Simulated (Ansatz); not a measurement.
**An input for [SnH3]− (SMILES [H][Sn-]([H])[H])**

The species is [SnH3]− (4 atoms), meant as a singlet with charge -1. SMILES: `[H][Sn-]([H])[H]`. Geometry: a GFN2-xTB relaxation, a rough one for these elements and not checked as a minimum.

```xyz
4

Sn   -0.0064    0.0057    0.7917
H     1.6378   -0.0336   -0.2516
H    -0.7869    1.4325   -0.2804
H    -0.8445   -1.4046   -0.2596
```

Settings wanted:

```json
{
  "basis set": "STO-3G",
  "core potential": "none",
  "integral approximation": "none",
  "task": "energy",
  "method": "DFT",
  "functional": "wB97X",
  "reference": "RKS",
  "accuracy": "high"
}
```

Question: Write the Ansatz 0.2.0 input and the command.

Answer: This one ran through:

input.yaml:
```yaml
crystal:
  periodic: [false, false, false]
  atoms:
    - {symbol: Sn, position_ang: [-0.006380, 0.005730, 0.791670]}
    - {symbol: H, position_ang: [1.637790, -0.033600, -0.251650]}
    - {symbol: H, position_ang: [-0.786860, 1.432510, -0.280410]}
    - {symbol: H, position_ang: [-0.844540, -1.404640, -0.259610]}
basis:
  gaussian: {orbitals: STO-3G}
total_charge: -1
hamiltonian: {xc: {name: wB97X}}
accuracy: high
```

```bash
$ ansatz run input.yaml --threads 1 --pin off --max-ram 2610MiB --events-out events.jsonl --progress --plain --runs-dir runs
```

Calculated total energy: -5967.06661 Eh. The run is non-relativistic. Without diffuse functions such a state is poorly described.
